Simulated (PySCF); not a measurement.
Species: C₆H₁₀FS (doublet state).
Structure used (GFN2-xTB), in Å, numbered top down from 1:
```
atom  x, y, z in Å
F1     3.1832   -1.2247   -0.1845
C2     2.6100    0.0287   -0.4281
C3     1.2545   -0.1013   -0.9869
C4     0.0496    0.1894   -0.1960
C5    -1.1713    0.5993   -1.0274
C6    -2.3574    0.6467   -0.0781
S7    -2.0828   -0.6521    1.1905
C8    -0.4318   -1.0713    0.5575
H9     2.6177    0.5528    0.5323
H10    3.3013    0.5151   -1.1304
H11    1.1484   -0.6512   -1.9079
H12    0.2600    0.9639    0.5504
H13   -1.3391   -0.1482   -1.8048
H14   -1.0194    1.5675   -1.5047
H15   -3.3049    0.4494   -0.5752
H16   -2.4196    1.5991    0.4486
H17   -0.5162   -1.9165   -0.1250
H18    0.2091   -1.3404    1.3934
```

The hyperfine couplings belong to this conformer and change with its torsions.

The species is `FC[CH][C@H]1CCSC1` [radical].

The calculation used UKS B3LYP, pcH-1 on C F H S, non-relativistic, mean-field spin-orbit, GIAO in PySCF 2.14.0. Isolated species at its GFN2-xTB geometry (one conformer only). The geometry wasn't refined by DFT: couplings that depend on bond lengths, twists or pyramidal angles can differ widely from those at the functional's own minimum. The SCF solution wasn't tested for stability.

Problem. The isotropic 13C couplings are +94.1, +87.0, -27.1, +16.2, -13.8, -1.7 MHz. Assign them to C2; C3; C4; C5; C6; C8.

Solution. 
```tsv
site	a_iso (MHz)	ρ(0) (bohr⁻³)	position	distance from C3 (Å)	spin population	largest |T| (MHz)
C2	-13.8	-0.0123	1 bond from C3	1.47	-0.04	2.7
C3	+94.1	+0.0838	largest spin population	0.00	+1.00	155.2
C4	-27.1	-0.0242	1 bond from C3	1.47	-0.08	2.6
C5	+16.2	+0.0144	2 bonds from C3	2.53	+0.02	5.4
C6	-1.7	-0.0015	3 bonds from C3	3.80	0.00	1.5
C8	+87.0	+0.0774	2 bonds from C3	2.48	+0.05	12.2
```

ρ(0) is the spin density at the nucleus and T the dipolar tensor; a_iso includes a spin–orbit part. Largest spin populations (Mulliken): C3 (+1.00) and C4 (-0.08). No atom but C3 exceeds +0.15. The angles at C3 add up to 358.3°, so it is nearly planar; its axial dipolar tensor and the negative coupling of its proton fit spin in a p orbital normal to that plane.

Examples of negative spin density at the nucleus (bohr⁻³): C4 (-0.0242), H11 (-0.0131) and C2 (-0.0123).

The run took 3.2 min of wall time (grids of density and orbitals included) on one thread, AMD EPYC (x86_64), on a shared host, and the process peaked at 1.1 GiB of memory.
